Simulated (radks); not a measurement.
Values are calculated unless marked as measured or tabulated.
Trend from K4+ to Kr4+: ionisation energy by Delta-SCF between NIST ground configurations, and size. Level of theory: scalar-relativistic Kohn-Sham, r2SCAN, spin-unpolarised, spherical densities, finite nucleus; meta-GGA in the generalised Kohn-Sham scheme; Fermi nuclear charge, rms radius of each element as measured or else 0.836 A^(1/3) + 0.57 fm (a radial shooting solver on a logarithmic mesh with Libxc functionals).

[
 {"species": "K4+", "configuration": "[Ne] 3s2 3p3", "IE (eV)": "80.299", "NIST (eV)": "82.7", "kind": "semi-emp.", "outermost": "3p", "<r> outermost (bohr)": "1.24"},
 {"species": "Ca4+", "configuration": "[Ne] 3s2 3p4", "IE (eV)": "87.040", "NIST (eV)": "84.3", "kind": "semi-emp.", "outermost": "3p", "<r> outermost (bohr)": "1.16"},
 {"species": "Sc4+", "configuration": "[Ne] 3s2 3p5", "IE (eV)": "93.807", "NIST (eV)": "91.95", "kind": "semi-emp.", "outermost": "3p", "<r> outermost (bohr)": "1.09"},
 {"species": "Ti4+", "configuration": "[Ar]", "IE (eV)": "100.61", "NIST (eV)": "99.30", "kind": "exp.", "outermost": "3p", "<r> outermost (bohr)": "1.03"},
 {"species": "V4+", "configuration": "[Ar] 3d1", "IE (eV)": "64.464", "NIST (eV)": "65.282", "kind": "exp.", "outermost": "3d", "<r> outermost (bohr)": "1.08"},
 {"species": "Cr4+", "configuration": "[Ar] 3d2", "IE (eV)": "67.809", "NIST (eV)": "69.46", "kind": "semi-emp.", "outermost": "3d", "<r> outermost (bohr)": "1.02"},
 {"species": "Mn4+", "configuration": "[Ar] 3d3", "IE (eV)": "71.044", "NIST (eV)": "72.4", "kind": "semi-emp.", "outermost": "3d", "<r> outermost (bohr)": "0.966"},
 {"species": "Fe4+", "configuration": "[Ar] 3d4", "IE (eV)": "74.185", "NIST (eV)": "75.0", "kind": "semi-emp.", "outermost": "3d", "<r> outermost (bohr)": "0.919"},
 {"species": "Co4+", "configuration": "[Ar] 3d5", "IE (eV)": "77.245", "NIST (eV)": "79.5", "kind": "semi-emp.", "outermost": "3d", "<r> outermost (bohr)": "0.876"},
 {"species": "Ni4+", "configuration": "[Ar] 3d6", "IE (eV)": "80.232", "NIST (eV)": "76.1", "kind": "semi-emp.", "outermost": "3d", "<r> outermost (bohr)": "0.838"},
 {"species": "Cu4+", "configuration": "[Ar] 3d7", "IE (eV)": "83.154", "NIST (eV)": "80", "kind": "semi-emp.", "outermost": "3d", "<r> outermost (bohr)": "0.803"},
 {"species": "Zn4+", "configuration": "[Ar] 3d8", "IE (eV)": "86.017", "NIST (eV)": "83", "kind": "semi-emp.", "outermost": "3d", "<r> outermost (bohr)": "0.771"},
 {"species": "Ga4+", "configuration": "[Ar] 3d9", "IE (eV)": "88.827", "NIST (eV)": "86.0", "kind": "semi-emp.", "outermost": "3d", "<r> outermost (bohr)": "0.741"},
 {"species": "Ge4+", "configuration": "[Ar] 3d10", "IE (eV)": "91.588", "NIST (eV)": "90.50", "kind": "exp.", "outermost": "3d", "<r> outermost (bohr)": "0.714"},
 {"species": "As4+", "configuration": "[Ar] 3d10 4s1", "IE (eV)": "62.500", "NIST (eV)": "62.8", "kind": "exp.", "outermost": "4s", "<r> outermost (bohr)": "1.68"},
 {"species": "Se4+", "configuration": "[Ar] 3d10 4s2", "IE (eV)": "68.554", "NIST (eV)": "68.3", "kind": "semi-emp.", "outermost": "4s", "<r> outermost (bohr)": "1.59"},
 {"species": "Br4+", "configuration": "[Ar] 3d10 4s2 4p1", "IE (eV)": "58.549", "NIST (eV)": "59.60", "kind": "exp.", "outermost": "4p", "<r> outermost (bohr)": "1.69"},
 {"species": "Kr4+", "configuration": "[Ar] 3d10 4s2 4p2", "IE (eV)": "63.329", "NIST (eV)": "64.7", "kind": "semi-emp.", "outermost": "4p", "<r> outermost (bohr)": "1.60"}
]

Reference values: NIST Atomic Spectra Database (exp. = measured, semi-emp. = semi-empirical, theory = theoretical value adopted there). Spin polarisation and multiplet splitting are left out, so open shells lie too high by an amount that depends on their filling.

Beside tabulated values, note that spin-unpolarised runs miss the spin-polarisation part of the exchange energy of open shells.
